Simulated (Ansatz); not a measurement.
Steps of a relaxation of C$_{2}$H$_{6}$ClNSi (`C/C=N\[SiH2]Cl`) with RKS PBE0-D4/def2-TZVP.

```sh
$ ansatz run in.yaml --threads 4 --pin off --events-out ev --progress --plain --max-ram 10444MiB
```

```yaml
crystal:
  periodic: [false, false, false]
  atoms:
    - {symbol: C, position_ang: [-0.854167, -1.121443, 0.868944]}
    - {symbol: C, position_ang: [0.528650, -0.535994, 0.928777]}
    - {symbol: N, position_ang: [1.053679, 0.338823, 0.166734]}
    - {symbol: Si, position_ang: [0.651943, 1.299813, -1.212205]}
    - {symbol: Cl, position_ang: [-1.284217, 1.108658, -2.039414]}
    - {symbol: H, position_ang: [-1.380189, -0.930214, 1.829425]}
    - {symbol: H, position_ang: [-0.786816, -2.227092, 0.776686]}
    - {symbol: H, position_ang: [-1.449437, -0.712943, 0.031863]}
    - {symbol: H, position_ang: [1.161586, -0.936893, 1.761201]}
    - {symbol: H, position_ang: [0.803845, 2.731004, -0.799204]}
    - {symbol: H, position_ang: [1.620625, 0.929180, -2.292207]}
basis:
  gaussian: {orbitals: def2-TZVP}
hamiltonian: {xc: pbe0, dispersion: d4}
relax: {f_tol: 0.005, max_steps: 150}
```

Positions (Å) and forces (eV/Å) along the path, 9 of 9 steps:

```xyz
11
step=1 energy=-24053.8956 eV
C    -0.854   -1.121    0.869   -0.204   -0.087   -0.002
C     0.529   -0.536    0.929    0.430    0.468   -0.327
N     1.054    0.339    0.167   -0.638   -0.452    0.191
Si    0.652    1.300   -1.212   -0.008   -0.232    0.274
Cl   -1.284    1.109   -2.039    0.545    0.064    0.220
H    -1.380   -0.930    1.829    0.270   -0.054   -0.457
H    -0.787   -2.227    0.777    0.002    0.535    0.017
H    -1.449   -0.713    0.032    0.313   -0.210    0.434
H     1.162   -0.937    1.761   -0.333    0.240   -0.472
H     0.804    2.731   -0.799   -0.097   -0.338   -0.105
H     1.621    0.929   -2.292   -0.280    0.066    0.228
11
step=2 energy=-24053.9533 eV
C    -0.849   -1.110    0.859   -0.059   -0.041    0.017
C     0.528   -0.532    0.923    0.101    0.045    0.009
N     1.052    0.333    0.173   -0.184    0.087   -0.211
Si    0.653    1.286   -1.196    0.022   -0.163    0.211
Cl   -1.254    1.102   -2.016    0.076    0.002    0.037
H    -1.368   -0.918    1.809    0.077   -0.021   -0.136
H    -0.780   -2.203    0.763   -0.006    0.157    0.008
H    -1.434   -0.703    0.031    0.086   -0.063    0.126
H     1.151   -0.929    1.746   -0.108    0.045   -0.115
H     0.775    2.707   -0.791    0.026   -0.088   -0.026
H     1.591    0.910   -2.280   -0.032    0.040    0.080
11
step=3 energy=-24053.9587 eV
C    -0.848   -1.109    0.858    0.014    0.009    0.003
C     0.525   -0.527    0.917    0.028   -0.028    0.036
N     1.044    0.335    0.166   -0.077    0.049   -0.100
Si    0.647    1.282   -1.193    0.065   -0.029    0.072
Cl   -1.254    1.096   -2.010    0.001    0.005   -0.007
H    -1.362   -0.918    1.805   -0.006    0.002    0.016
H    -0.776   -2.196    0.762    0.004   -0.017   -0.001
H    -1.435   -0.706    0.037   -0.015    0.006   -0.014
H     1.146   -0.923    1.735    0.000   -0.010    0.018
H     0.785    2.696   -0.790   -0.014    0.020    0.000
H     1.594    0.914   -2.266   -0.001   -0.008   -0.023
11
step=4 energy=-24053.9592 eV
C    -0.849   -1.110    0.860    0.007    0.004   -0.008
C     0.524   -0.529    0.916    0.036    0.015    0.030
N     1.042    0.335    0.164   -0.072   -0.006   -0.039
Si    0.650    1.283   -1.193    0.040   -0.003    0.023
Cl   -1.250    1.100   -2.014   -0.013    0.000   -0.007
H    -1.360   -0.920    1.808   -0.001    0.001    0.009
H    -0.776   -2.198    0.763    0.001   -0.009    0.000
H    -1.438   -0.709    0.039   -0.006    0.003   -0.008
H     1.145   -0.921    1.736    0.004   -0.010    0.004
H     0.784    2.698   -0.790    0.000    0.005    0.001
H     1.594    0.914   -2.269    0.004    0.001   -0.004
11
step=5 energy=-24053.9595 eV
C    -0.850   -1.112    0.863   -0.009    0.010    0.002
C     0.521   -0.527    0.918    0.054   -0.006   -0.025
N     1.036    0.336    0.162   -0.047   -0.034    0.023
Si    0.653    1.284   -1.195   -0.001    0.024   -0.017
Cl   -1.246    1.105   -2.020   -0.007   -0.003   -0.003
H    -1.360   -0.924    1.813   -0.003   -0.003   -0.002
H    -0.774   -2.200    0.766    0.001    0.003    0.001
H    -1.443   -0.712    0.043    0.005    0.002    0.003
H     1.146   -0.923    1.733   -0.005    0.013    0.007
H     0.785    2.700   -0.791    0.008   -0.007    0.000
H     1.597    0.915   -2.271    0.003    0.002    0.011
11
step=6 energy=-24053.9597 eV
C    -0.850   -1.116    0.868   -0.006    0.012   -0.016
C     0.520   -0.528    0.916    0.027   -0.019    0.030
N     1.027    0.334    0.156   -0.016   -0.004   -0.003
Si    0.651    1.287   -1.199    0.019    0.011   -0.002
Cl   -1.244    1.117   -2.036   -0.010   -0.009    0.005
H    -1.358   -0.931    1.820   -0.003    0.011    0.001
H    -0.774   -2.204    0.770    0.004   -0.002   -0.011
H    -1.445   -0.714    0.050   -0.002   -0.010    0.011
H     1.149   -0.917    1.732   -0.012    0.005   -0.010
H     0.788    2.700   -0.788    0.000    0.000   -0.004
H     1.601    0.915   -2.268   -0.001    0.003   -0.001
11
step=7 energy=-24053.9598 eV
C    -0.850   -1.115    0.866   -0.004   -0.006   -0.001
C     0.521   -0.529    0.916    0.005    0.018    0.003
N     1.028    0.334    0.157    0.003   -0.007    0.007
Si    0.653    1.287   -1.198   -0.002   -0.004   -0.003
Cl   -1.245    1.110   -2.028    0.000    0.003   -0.002
H    -1.358   -0.928    1.818    0.001   -0.002   -0.002
H    -0.775   -2.203    0.767   -0.004    0.000    0.000
H    -1.445   -0.713    0.048    0.006   -0.001    0.003
H     1.147   -0.918    1.733   -0.002   -0.002   -0.006
H     0.788    2.701   -0.790    0.000   -0.003   -0.001
H     1.601    0.917   -2.269   -0.001    0.003    0.002
11
step=8 energy=-24053.9598 eV
C    -0.850   -1.114    0.866    0.000   -0.001    0.002
C     0.521   -0.529    0.917    0.001    0.005   -0.007
N     1.029    0.334    0.158   -0.001   -0.005    0.005
Si    0.652    1.286   -1.197    0.000    0.002   -0.001
Cl   -1.245    1.109   -2.029    0.001    0.000    0.000
H    -1.358   -0.929    1.818   -0.001    0.001    0.000
H    -0.775   -2.202    0.765    0.001    0.000   -0.002
H    -1.444   -0.710    0.049   -0.001   -0.001    0.002
H     1.148   -0.919    1.733    0.000   -0.001    0.001
H     0.787    2.700   -0.790    0.000    0.000    0.000
H     1.601    0.917   -2.269    0.000    0.000    0.000
11
step=9 energy=-24053.9598 eV
C    -0.850   -1.114    0.866    0.000    0.000    0.000
C     0.521   -0.529    0.917    0.001    0.001    0.000
N     1.029    0.334    0.158    0.000    0.000    0.000
Si    0.653    1.286   -1.198   -0.001   -0.001    0.000
Cl   -1.245    1.109   -2.029    0.000    0.000    0.000
H    -1.358   -0.930    1.819    0.000    0.000    0.000
H    -0.775   -2.202    0.764    0.000    0.000    0.000
H    -1.445   -0.710    0.050    0.000    0.000    0.001
H     1.148   -0.919    1.733    0.000    0.000    0.000
H     0.787    2.700   -0.790    0.000    0.000    0.000
H     1.602    0.917   -2.269    0.000    0.000    0.000
```

Hardware: 4 threads of an Arm Neoverse V2 on a shared host. Wall time 30 s, peak host memory 0.57 GiB.
